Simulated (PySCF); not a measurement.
## Level sweep

Carbon sulfide selenide, CSSe.
Geometry (PBE0-D3(BJ)/def2-SVP, Å), atoms numbered from 1 in this order:
```
atom  x, y, z in Å
S1    -1.5791   -0.1070   -0.0119
C2    -0.0388    0.0957   -0.0084
Se3    1.6409    0.3167   -0.0048
```

PySCF, dipoles from the SCF density, polarisabilities from static response with core orbitals frozen. Isolated species at its PBE0-D3(BJ)/def2-SVP geometry, gas phase. The LDA/def2-SVPD calculation is non-relativistic and has no spin–orbit coupling, an omission that weighs most on selenium.

Compare the levels for these properties.

```tsv
level	μ (D)	α (au)	anisotropy (au)
LDA/def2-SVPD	0.153	63.44	63.81
PBE/def2-SVPD	0.203	63.74	64.17
B3LYP/def2-SVPD	0.130	63.60	64.75
PBE0/def2-SVPD	0.139	63.05	64.32
BHandHLYP/def2-SVPD	0.042	63.11	65.17
CAM-B3LYP/def2-SVPD	0.055	63.61	65.92
wB97X-D/def2-SVPD	0.157	63.58	65.33
LC-wPBE/def2-SVPD	0.054	63.14	66.80
HF/def2-SVPD	0.130	63.68	66.13
PBE0/6-31G*	0.102	49.24	73.39
PBE0/def2-SVP	0.117	47.67	67.64
PBE0/aug-cc-pVDZ	0.076	62.21	66.19
PBE0/def2-TZVP	0.028	57.36	69.68
PBE0/def2-TZVPD	0.039	63.74	65.14
PBE0/aug-cc-pVTZ	0.064	63.51	65.20
```

The anisotropy is √(½[(α1 − α2)² + (α2 − α3)² + (α3 − α1)²]). The dipole runs from 0.03 D (PBE0/def2-TZVP) to 0.20 D (PBE/def2-SVPD). No reference polarisability is at hand; against PBE0 in the largest diffuse basis at hand (aug-cc-pVTZ) the other PBE0 rows deviate by 6-31G* -22%, def2-SVP -25%, aug-cc-pVDZ -2%, def2-SVPD -1%, def2-TZVP -10%, def2-TZVPD 0%. In one basis (def2-SVPD) the functionals order the polarisability from PBE0 (lowest) to PBE (highest), a spread of 1%. With PBE0 the polarisability is 51.42 au without diffuse functions (mean of 6-31G*, def2-SVP and def2-TZVP) and 63.13 au with them (mean of aug-cc-pVDZ, def2-SVPD, def2-TZVPD and aug-cc-pVTZ). Measured values can belong to vibrating molecules; the computed ones are for one fixed geometry.
